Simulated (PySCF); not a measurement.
## SrBr from Hartree–Fock to correlated methods

State: ²Σ⁺ (doublet), unpaired electrons σ ↑. Set-up: basis Sr def2-SVP with ECP28, Br def2-SVP; scalar-relativistic core potentials; PySCF 2.14. De refers to Sr + Br in their high-spin ground configurations, without counterpoise correction. The functionals are run spin-unrestricted. A positive dipole means Sr(−)Br(+). Levels whose curve was spin-contaminated or gave no clean fit are not listed.

| Level | Re (Å) | ωe (cm⁻¹) | De (eV) | μ (D) |
| --- | --- | --- | --- | --- |
| UHF | 2.839 | 210 | 3.35 | -5.05 |
| UHF-MP2 | 2.791 | 219 | 3.64 | n/a |
| UHF-SCS-MP2 | 2.799 | 217 | 3.49 | n/a |
| PBE | 2.760 | 217 | 3.89 | -4.66 |
| revPBE | 2.778 | 211 | 3.77 | -4.66 |
| r²SCAN | 2.767 | 219 | 4.17 | -4.95 |
| r²SCANh | 2.767 | 219 | 4.13 | -5.03 |
| PBE0 | 2.762 | 219 | 3.88 | -4.86 |
| M06-2X | 2.784 | 217 | 3.69 | -5.26 |

**Question.** What does the step from GGA to meta-GGA do here, going from PBE to r²SCAN?

**Answer.** r²SCAN less PBE: +0.7 pm in Re, +0.9 % in ωe, +0.28 eV in De. 

Correlated steps freeze 9 core orbitals. Correlated levels converge slowly with the basis: in double zeta they bind strong bonds too weakly, by up to about 1 eV, and carry superposition errors of some tenths. Spin–orbit coupling is left out. The state was picked by a PBE0 search and need not be the measured ground state.
